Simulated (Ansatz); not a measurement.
Cartesian coordinates in Å:
```
C 1.854 -0.419 -0.317
Ga 0.179 0.614 -0.273
C -0.927 1.112 1.276
S -1.441 -1.285 -1.272
Cl -0.049 1.975 -1.982
H 1.827 -1.269 0.369
H 2.060 -0.780 -1.326
H 2.687 0.224 -0.021
H -0.475 1.966 1.788
H -1.010 0.296 1.997
H -1.927 1.412 0.958
H -0.631 -2.333 -1.046
H -2.146 -1.512 -0.151
```

Charge 0, multiplicity 1.

(1) List the ωB97M-V/def2-TZVPP orbital energies in eV (Ansatz). (Best estimate.)

Answers

(1) The calculation gave: Occupied: -10153.13, -2770.48, -2428.42, -1256.60, -1110.78, -1110.71, -1110.66, -280.83, -280.83, -260.87, -222.39, -198.32, -198.24, -198.22, -165.50, -165.43, -165.31, -153.99, -106.48, -106.30, -106.17, -25.77, -25.57, -25.47, -25.45, -25.38, -24.83, -23.81, -21.71, -21.50, -15.98, -14.70, -13.75, -13.67, -13.56, -13.45, -13.32, -11.32, -10.86, -10.72, -10.22, -9.61. Lowest empty: 1.38, 1.49, 2.19, 2.72, 3.14, 3.36, 4.29, 4.43.
